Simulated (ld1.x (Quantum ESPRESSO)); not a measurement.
# Reading a pseudo-wave (ruthenium)

Columns: radius, all-electron u(r) and pseudo u(r) of the 5s shell (level -7.26 eV) of ruthenium in the configuration [Kr] 4d7 5s0.5 5p0; PBE, scalar-relativistic, RRKJ scheme, ld1.x (Quantum ESPRESSO) 7.5.

```csv
r (bohr),all-electron,pseudo
0.180,0.0269,0.0277
0.360,0.1467,0.0512
0.540,-0.1099,0.0697
0.720,-0.2726,0.0871
0.900,-0.2605,0.1112
1.080,-0.1387,0.1501
1.260,0.0231,0.2080
1.440,0.1827,0.2830
1.620,0.3204,0.3674
1.800,0.4300,0.4499
1.980,0.5115,0.5203
2.160,0.5680,0.5723
2.340,0.6031,0.6049
2.520,0.6208,0.6211
2.700,0.6245,0.6245
2.880,0.6173,0.6173
3.060,0.6018,0.6018
3.240,0.5802,0.5802
3.420,0.5543,0.5543
3.600,0.5255,0.5255
3.780,0.4951,0.4951
3.960,0.4639,0.4639
4.140,0.4326,0.4326
4.320,0.4018,0.4018
4.500,0.3719,0.3719
4.680,0.3430,0.3430
```

Task: How many radial nodes do the two functions have?

Result: The all-electron 5s function has n − l − 1 = 4 (the table is too coarse to show those close to the nucleus); the pseudo-wave has 0, since the states of the same l below it are removed with the core.

Task: At about which radius was the pseudo-wave matched?

Result: 2.70 bohr, where the columns begin to agree (steps of 0.18 bohr).

Task: Where does each function peak?

Result: Outermost all-electron maximum near 2.70 bohr, pseudo maximum near 2.70 bohr (to the table’s step).

Task: Is the pseudo-wave norm-conserving?

Result: Yes: the RRKJ scheme keeps the norm inside the radius equal to the all-electron one, which fixes the energy derivative of the logarithmic derivative at the level.
